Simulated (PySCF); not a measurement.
Magnetisability: SMILES c12cc(C)sc1cc[nH]2, C7H7NS

Geometry:
| atom | x (Å) | y (Å) | z (Å) |
| --- | --- | --- | --- |
| C1 | 3.001 | 0.173 | -0.306 |
| C2 | 1.516 | 0.123 | -0.235 |
| C3 | 0.741 | -0.333 | 0.784 |
| C4 | -0.634 | -0.218 | 0.479 |
| N5 | -1.834 | -0.489 | 1.061 |
| C6 | -2.829 | -0.122 | 0.196 |
| C7 | -2.286 | 0.389 | -0.955 |
| C8 | -0.892 | 0.329 | -0.777 |
| S9 | 0.580 | 0.709 | -1.601 |
| H10 | 3.365 | -0.414 | -1.149 |
| H11 | 3.433 | -0.222 | 0.611 |
| H12 | 3.345 | 1.198 | -0.443 |
| H13 | 1.139 | -0.729 | 1.701 |
| H14 | -1.974 | -0.890 | 1.973 |
| H15 | -3.860 | -0.251 | 0.459 |
| H16 | -2.818 | 0.756 | -1.808 |

Computed, not measured: GIAO PBE0/pcSseg-1 magnetisability, rotational g tensor and spin-rotation constants, non-relativistic, gas phase in PySCF. Geometry: GFN2-xTB.

Q: How diamagnetic is it, and how anisotropic?

A: Isotropic -1569 × 10⁻³⁰ J/T², or -94.5 × 10⁻⁶ cm³/mol; principal values -2326, -1284, -1096 × 10⁻³⁰ J/T², anisotropy 1148 × 10⁻³⁰ J/T² (root of half the summed squared differences of the principal values). The susceptibility is in cgs units.

Q: Split it along the inertial axes a, b, c into diamagnetic and paramagnetic parts about the centre of mass, with the quadrupole moment.

A: 
| axis | χ (10⁻⁶ cm³/mol) | diamagnetic (10⁻⁶ cm³/mol) | paramagnetic (10⁻⁶ cm³/mol) | summed x² of all electrons (Å²) | quadrupole Θ (D Å) |
| --- | --- | --- | --- | --- | --- |
| a | -76.9 | -443.7 | 366.7 | 263.0 | +9.43 |
| b | -66.4 | -1179.9 | 1113.5 | 89.4 | +4.57 |
| c | -140.1 | -1495.1 | 1355.0 | 15.1 | -14.00 |

Anisotropies 2χaa − χbb − χcc = +52.6 and 2χbb − χaa − χcc = +84.3 × 10⁻⁶ cm³/mol. Θ is traceless in Buckingham's convention.

Q: And the rotational g tensor?

A: 
```tsv
axis	rotational constant (GHz)	g	nuclear part	electronic part
a	3.5847	-0.0462	0.5713	-0.6176
b	1.1348	-0.0187	0.5749	-0.5936
c	0.8665	+0.0202	0.5717	-0.5516
```
Asymmetric top; isotopes 12C, 1H, 14N, 32S; no vibrational averaging.
